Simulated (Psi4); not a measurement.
silver atom (Ag), doublet (core potentials on Ag); PBE0/def2-SV(P) in Psi4.

Here is a job for Psi4.
```
memory 2 GB

molecule mol {
0 2
Ag    0.000000    0.000000    0.000000
}

set {
  basis def2-sv(p)
  reference uks
}

energy('pbe0')
print_variables()
```

**Question.** Predict the main parts of the log of this Psi4 run.

**Answer.** 
```
   => Loading Basis Set <=

    Name: DEF2-SV(P)
    Role: ORBITAL
    Keyword: BASIS

    !!!  WARNING: ECP capability is in beta. Please check occupations closely.  !!!

         ---------------------------------------------------------
                                   SCF
               by Justin Turney, Rob Parrish, Andy Simmonett
                          and Daniel G. A. Smith
                              UKS Reference
         ---------------------------------------------------------

  ==> Geometry <==

    Molecular point group: d2h
    Geometry (in Angstrom), charge = 0, multiplicity = 2:

       Center              X                  Y                   Z               Mass
    ------------   -----------------  -----------------  -----------------  -----------------
         AG           0.000000000000     0.000000000000     0.000000000000   106.905091600000

  Running in d2h symmetry.

  Rotational constants: A = ************  B = ************  C = ************ [cm^-1]
  Rotational constants: A = ************  B = ************  C = ************ [MHz]
  Nuclear repulsion =    0.000000000000000

  Charge       = 0
  Multiplicity = 2
  Electrons    = 19
  Nalpha       = 10
  Nbeta        = 9

  ==> Algorithm <==

  SCF Algorithm Type is DF.
  DIIS enabled.
  MOM disabled.
  Fractional occupation disabled.
  Guess Type is CORE.
  Energy threshold   = 1.00e-06
  Density threshold  = 1.00e-06
  Integral threshold = 1.00e-12

  ==> Primary Basis <==

  Basis Set: DEF2-SV(P)
    Blend: DEF2-SV(P)
    Number of shells: 10
    Number of basis functions: 24
    Number of Cartesian functions: 26
    Spherical Harmonics?: true
    Max angular momentum: 2

  Core potential: DEF2-SV(P)
    Number of shells: 4
    Number of ECP primitives: 14
    Number of ECP core electrons: 28
    Max angular momentum: 3

  ==> DFT Potential <==

   => LibXC <=

    Version 7.1.2
    S. Lehtola, C. Steigemann, M. J. T. Oliveira, and M. A. L. Marques,  SoftwareX 7, 1–5 (2018) (10.1016/j.softx.2017.11.002)

   => Composite Functional: PBE0 <=

    PBE0 Hyb-GGA Exchange-Correlation Functional

    C. Adamo and V. Barone,  J. Chem. Phys. 110, 6158 (1999) (10.1063/1.478522)
    M. Ernzerhof and G. E. Scuseria,  J. Chem. Phys. 110, 5029 (1999) (10.1063/1.478401)

    Deriv               =              1
    GGA                 =           TRUE
    Meta                =          FALSE

    Exchange Hybrid     =           TRUE
    MP2 Hybrid          =          FALSE

[...]
   @S   Expected:                5.000000000E-01
   @S   Observed:                5.000000000E-01

    Orbital Energies [Eh]
    ---------------------

    Alpha Occupied:

[...]
       4Ag    -0.194950

    Alpha Virtual:

[...]
    Beta Occupied:

[...]
    Beta Virtual:

[...]
    Final Occupation by Irrep:
             Ag   B1g   B2g   B3g    Au   B1u   B2u   B3u
    DOCC [     3,    1,    1,    1,    0,    1,    1,    1 ]
    SOCC [     1,    0,    0,    0,    0,    0,    0,    0 ]
    NA   [     4,    1,    1,    1,    0,    1,    1,    1 ]
    NB   [     3,    1,    1,    1,    0,    1,    1,    1 ]

  @DF-UKS Final Energy:  -146.93032642203616

   => Energetics <=

    Nuclear Repulsion Energy =              0.0000000000000000
    One-Electron Energy =                -261.1943010575570270
    Two-Electron Energy =                 125.0776585747145617
    DFT Exchange-Correlation Energy =     -10.8136839391936928
    Empirical Dispersion Energy =           0.0000000000000000
    VV10 Nonlocal Energy =                  0.0000000000000000
    Total Energy =                       -146.9303264220361314

  UHF NO Occupations:
  HONO-2 :    3 Ag 1.9998780
  HONO-1 :    1B1g 1.9998780
  HONO-0 :    4 Ag 1.0000000
  LUNO+0 :    2B1g 0.0001220
  LUNO+1 :    5 Ag 0.0001220
  LUNO+2 :    2B2g 0.0001220
  LUNO+3 :    2B3g 0.0001220

Computation Completed

Properties will be evaluated at   0.000000,   0.000000,   0.000000 [a0]

Properties computed using the SCF density matrix

 Multipole Moments:

 ------------------------------------------------------------------------------------
     Multipole            Electronic (a.u.)      Nuclear  (a.u.)        Total (a.u.)
 ------------------------------------------------------------------------------------

 L = 1.  Multiply by 2.5417464519 to convert [e a0] to [Debye]
 Dipole X            :          0.0000000            0.0000000            0.0000000
 Dipole Y            :          0.0000000            0.0000000            0.0000000
 Dipole Z            :          0.0000000            0.0000000            0.0000000
 Magnitude           :                                                    0.0000000

 ------------------------------------------------------------------------------------

  Variable Map:
  ----------------------------------------------------------------------------
[...]
  Array Variable Map:
  ----------------------------------------------------------------------------
[...]
[...]
```
